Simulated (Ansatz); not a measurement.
Mulliken charges of FH3INSSi, SMILES `N[Si](F)(S)I` from PBE/def2-TZVPP in Ansatz (PBE0-D4/def2-TZVP geometry).

| atom | x (Å) | y (Å) | z (Å) | charge (e) |
| --- | --- | --- | --- | --- |
| N1 | 0.510 | 1.042 | 0.849 | -0.353 |
| Si2 | 0.217 | -0.183 | -0.273 | 0.546 |
| F3 | 1.644 | -0.631 | -0.811 | -0.251 |
| S4 | -0.823 | -1.709 | 0.747 | -0.226 |
| I5 | -1.010 | 0.439 | -2.299 | -0.176 |
| H6 | 1.249 | 1.710 | 0.692 | 0.164 |
| H7 | -0.244 | 1.429 | 1.392 | 0.164 |
| H8 | -1.451 | -2.153 | -0.353 | 0.132 |

Task: By hand: the dipole of these point charges (1 e Å = 4.8032 D).

Result: Σ q r = (-0.137, 0.230, 0.286) e Å, of length 0.392 e Å = 1.88 D.

Task: How does the dipole of the full density compare? (An estimate is asked.)

Result: Ansatz gave: (-0.122, 0.293, 0.235) e Å, 1.90 D; the point charges give 0.99 times that, at 12° from its direction.

Point charges leave out the atoms' own dipoles, such as those of lone pairs, and Mulliken's split depends on the basis, so the close match here is no proof of good charges.
